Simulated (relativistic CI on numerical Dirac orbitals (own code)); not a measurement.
**The 23-electron sequence from Eu⁴⁰⁺ to Pb⁵⁹⁺**

These numbers are calculated, not measured: Dirac-Coulomb-Breit CI, separate exchange-only KLI orbitals for each configuration, a model potential for QED, unscaled Slater integrals (own radial code, finite nucleus).

CI space (outside the closed core [Ne]): 3s2 3p6 3d5, 3s2 3p5 3d6, 3s 3p6 3d6, 3s2 3p6 3d4 4s, 3s2 3p6 3d4 4p, 3s2 3p6 3d3 4s2, 3s2 3p6 3d2 4s2 4p. Double excitations out of closed p, d and f shells are left out; levels of such configurations are missing from the list, as are those of other unlisted configurations, and high levels can miss mixing partners.

Energies above each ion's lowest level, in eV. Levels are followed by their leading LS label, which can pass from one level to another where the coupling changes.

```csv
Ion,3s2 3p6 3d5 6S_5/2,3s2 3p6 3d5 4G_7/2,3s2 3p6 3d5 4D_3/2,3s2 3p6 3d5 4G_9/2,3s2 3p6 3d5 4P_1/2
Eu⁴⁰⁺,22.649,32.997,34.322,38.099,42.19
Gd⁴¹⁺,24.823,35.378,36.769,40.674,45.076
Tb⁴²⁺,27.192,37.936,39.395,43.42,48.143
Dy⁴³⁺,29.754,40.675,42.204,46.341,51.394
Ho⁴⁴⁺,32.512,43.599,45.2,49.442,54.832
Er⁴⁵⁺,35.468,46.712,48.387,52.728,58.46
Tm⁴⁶⁺,38.625,50.019,51.771,56.204,62.284
Yb⁴⁷⁺,41.988,53.526,55.356,59.877,66.308
Lu⁴⁸⁺,45.562,57.24,59.148,112.76,70.538
Hf⁴⁹⁺,49.351,61.164,63.155,120.63,74.979
Ta⁵⁰⁺,53.361,65.308,67.381,128.93,79.638
W⁵¹⁺,57.599,69.676,71.834,137.69,84.52
Re⁵²⁺,62.071,74.277,76.521,146.9,89.634
Os⁵³⁺,66.784,79.117,81.448,156.6,94.985
Ir⁵⁴⁺,71.746,84.203,86.625,166.78,100.58
Pt⁵⁵⁺,76.963,89.545,92.058,177.48,106.43
Au⁵⁶⁺,82.444,95.149,97.754,188.69,112.54
Hg⁵⁷⁺,88.197,101.02,103.72,200.45,118.92
Tl⁵⁸⁺,94.229,107.18,109.97,212.77,125.58
Pb⁵⁹⁺,100.55,113.62,116.51,225.66,132.52
```

The lowest level keeps the configuration 3s2 3p6 3d5 and J = 5/2 throughout.

Between Z = 79 and 82 the energy of 3s2 3p6 3d5 6S_5/2 follows a local power law Z^5.3. For orientation: electrostatic splittings inside a shell grow about linearly with the screened charge, excitations that change n as its square, and fine structure as its fourth power; written in Z itself the exponents are larger, since the screened charge grows faster in proportion.
